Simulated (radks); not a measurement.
Ir50+, configuration [Ar] 3d9 (the NIST ground configuration).

All-electron calculation, Dirac Kohn-Sham, relativistic LDA (MacDonald-Vosko exchange, VWN5 correlation), spin-unpolarised, spherical densities, finite nucleus; open shells fill j = l - 1/2 first; Fermi nuclear charge, rms radius 5.4032 fm. Program: a radial shooting solver on a logarithmic mesh with Libxc functionals.

Energy parts (hartree):
part                       energy
total                 -15876.7531
kinetic                18215.6317
electron-nucleus      -36635.6583
Hartree                 2742.5164
exchange-correlation    -199.2428

Orbitals (lengths in bohr, moments of r in powers of bohr):
| orbital | occ. | eigenvalue (hartree) | <r> |
|---|---|---|---|
| 1s1/2 | 2 | -2876.136 | 0.01752 |
| 2s1/2 | 2 | -586.4074 | 0.07305 |
| 2p1/2 | 2 | -567.1159 | 0.06020 |
| 2p3/2 | 4 | -507.7107 | 0.06840 |
| 3s1/2 | 2 | -208.1012 | 0.1858 |
| 3p1/2 | 2 | -199.6975 | 0.1755 |
| 3p3/2 | 4 | -185.8537 | 0.1892 |
| 3d3/2 | 4 | -172.2497 | 0.1640 |
| 3d5/2 | 5 | -169.1689 | 0.1682 |

The highest occupied level is 3d5/2 at -4603.3 eV. The density falls to 0.001 e/bohr^3 at r = 0.62 bohr. For comparison, the ionisation energy in NIST's Atomic Spectra Database is 4668 eV (theoretical). In exact Kohn-Sham theory the highest level is minus the ionisation energy, but local and semilocal functionals leave it too shallow, through self-interaction and a potential that decays too fast; potentials with the right tail come closer. The electron density at the nucleus is 1.782e+06 e/bohr^3. Summed over all electrons, <r^2> = 0.6513 bohr^2, which gives a Langevin (diamagnetic) susceptibility term of -0.516 x 10^-6 cm^3/mol.

Beside tabulated values, note that spin-unpolarised runs miss the spin-polarisation part of the exchange energy of open shells.
